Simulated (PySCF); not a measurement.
Cl4Te, singlet, geometry from GFN2-xTB (core potentials on Te), with bond 4-1 at 1.6 times its length. Base run: DF-M062X/def2-TZVP (PySCF).

The PySCF input:
```python
from pyscf import gto, scf, dft

mol = gto.M(
    atom='''
Te   -0.005348    0.012234    0.483277
Cl    1.165969   -1.490760   -0.826448
Cl    1.904219    1.503369    0.120414
Cl   -1.831304    2.306882   -1.772192
Cl   -1.907258   -1.496418    0.154168
''',
    basis='def2-tzvp',
    ecp={'Te': 'def2-tzvp'},
    charge=0,
    spin=0,
    verbose=4,
)

mf = dft.RKS(mol)
mf.xc = 'm062x'
mf = mf.density_fit(auxbasis='def2-universal-jkfit')
mf.kernel()
mf.analyze()
```

Variants of this job, named by their change:

```csv
change,ΔE vs base (mEh),SCF cycles,outcome
base,0.000,20,converged
diis = off; damp = 0.6 (with mf.diis_start_cycle = 200; with mf.max_cycle = 150),0.000,57,converged
conv_tol = 1e-12,0.000,23,converged
init_guess = mod_huckel,-,50,not converged
solver = newton,-,-,cut at the time limit
level_shift = 1.0 (with mf.max_cycle = 100),0.000,73,converged
diis = off; damp = 0.3 (with mf.diis_start_cycle = 200; with mf.max_cycle = 150),-,150,not converged
conv_tol = 1e-11,0.000,22,converged
init_guess = huckel,0.000,44,converged
init_guess = sap,-,50,not converged
level_shift = 0.3 (with mf.max_cycle = 100),0.000,34,converged
```
